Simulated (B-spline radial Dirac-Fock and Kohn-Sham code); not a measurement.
## Relativistic shifts of the levels of Pr³⁰⁺

System: praseodymium as Pr³⁰⁺, [Ar] 3d10 4s1.

Both columns are ΔSCF binding energies of the configuration average from a B-spline atomic structure program: non-relativistic Hartree-Fock with a point nucleus, and Dirac-Fock with a finite nucleus and the Coulomb interaction alone, averaged over the two j levels with weights 2j+1.

```
shell  Hartree-Fock (eV)  Dirac-Fock (eV)  shift (eV)  shift (%)
   1s            41166.5          43279.9    +2113.39      +5.13
   2s             7409.2           7952.8     +543.58      +7.34
   2p             7061.3           7236.3     +174.99      +2.48
   3p             2252.8           2303.1      +50.33      +2.23
   3d             1979.6           1975.1       -4.48      -0.23
   4s             1126.1           1169.6      +43.54      +3.87
```

Relativity binds 1s, 2s, 2p, 3p, 4s more strongly, among those listed most of all 2s in relative terms, and 3d more weakly, because the contracted s and p shells screen the nucleus better.

Values without a named source are computed, but for edge energies of neutral atoms, which are taken from tables.
